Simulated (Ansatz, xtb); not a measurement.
The molecule IrO, multiplicity 4 (lowest of 2S+1 = 2, 4, 6 at CCSD(T)/def2-TZVPP on PBE0 minima; our sources give no spin for the ground state, which may be another). No spin–orbit coupling.

Constants: fifth-degree fit in 1/R to seven points, most abundant isotopes. Runs in def2 and cc sets follow the lowest solution found near the PBE0 minimum.

Programs: Ansatz (an electronic-structure program) with Gaussian orbitals; xtb for the GFN methods. Each number belongs to the level named beside it. In def2 rows elements past Kr take small-core potentials, without spin–orbit coupling. The GFN methods have no spin term and hold the electronic entropy of 300 K.

```
level                 r_e (Å)  ω_e (cm⁻¹)  ω_e x_e (cm⁻¹)  B_e (cm⁻¹)  dipole (D)
--------------------  -------  ----------  --------------  ----------  ----------
GFN1-xTB                1.727         788             3.2       0.383           -
GFN2-xTB                1.742         720             2.6       0.376           -
SVWN5/def2-TZVPP        1.689         978             4.1       0.400        2.54
r2SCAN/def2-TZVPP       1.712         935             3.9       0.389        2.65
B97M-V/def2-TZVPP       1.719         926             4.2       0.386        2.71
B3LYP/def2-TZVPP        1.724         922             4.1       0.384        2.78
BHLYP/def2-TZVPP        1.704         969             4.2       0.393        3.27
CAM-B3LYP/def2-TZVPP    1.709         960             4.0       0.391        3.04
wB97X-V/def2-TZVPP      1.684        1005             3.9       0.403        3.26
wB97M-V/def2-TZVPP      1.686         996             4.0       0.402        3.26
B2PLYP/def2-TZVPP       1.730         909             2.7       0.381           -
```

Correlated levels freeze the inner cores; with def2 sets outer-core shells near the valence are correlated too.
